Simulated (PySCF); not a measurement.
CH₆HfO, SMILES [O](C)[HfH3], multiplicity 1. Atoms are numbered in the order given.

```xyz
9

Hf     0.0000     0.0000     0.4812
O      0.0000     0.0000    -1.4161
C      0.0000     0.0000    -2.8160
H     -1.0327    -0.0493    -3.1999
H      0.4736     0.9190    -3.1999
H      0.5590    -0.8696    -3.1999
H      1.7694     0.1067     1.0586
H     -0.7923    -1.5857     1.0586
H     -0.9771     1.4790     1.0586
```
Charge 0, spin multiplicity 1.

Geometry: B3LYP-D3(BJ)/def2-SVP. The multiplicity is an assumed one; no other spin state was optimised. The structure was generated by enumeration; whether it is a known compound was not checked. The def2 effective core potentials stand for the cores of Hf; spin–orbit coupling is left out.

Method: ωB97X/def2-TZVPD (PySCF).

Gas-phase values at a fixed geometry.

Estimate the frontier levels, gap, dipole moment and polarisability. (The exact figures need the calculation; the answer reports its results.)


```json
{
  "highest_occupied_level": "-10.45 eV",
  "lowest_empty_level": "0.57 eV",
  "orbital_gap": "11.02 eV",
  "dipole_moment": "2.27 D",
  "quadrupole, principal values (traceless, Buckingham form, about the centre of nuclear charge)": "-4.65, -4.65, 9.29 D·Å",
  "mean_static_polarisability": "65.8 bohr³ (9.75 Å³)",
  "polarisability_principal_values": "60.7, 60.7, 75.9 bohr³"
}
```
